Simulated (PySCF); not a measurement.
AlCl, SMILES [Al][Cl] (connectivity only; charge and spin as stated), neutral, multiplicity 1. Geometry optimised at PBE0-D3(BJ)/def2-TZVPD.

PySCF 2.14.0 with TDDFT-PBE/def2-TZVPD puts the lowest singlet excitations at 4.56, 4.56, 5.52, 5.58, 5.58, 5.96 eV and the lowest triplet (TDA) at 2.81 eV.

Problem. What are the lowest singlet roots from EOM-CCSD/aug-cc-pVDZ run with PySCF 2.14.0? (The exact figures need the calculation; the answer reports its results.)

Solution. 4.81, 4.81, 6.51, 6.80, 6.80, 6.83 eV; triplets 2.95, 2.95, 5.43 eV. S1 differs by 0.25 eV (second minus first; roots are paired by order, and the bases may differ).
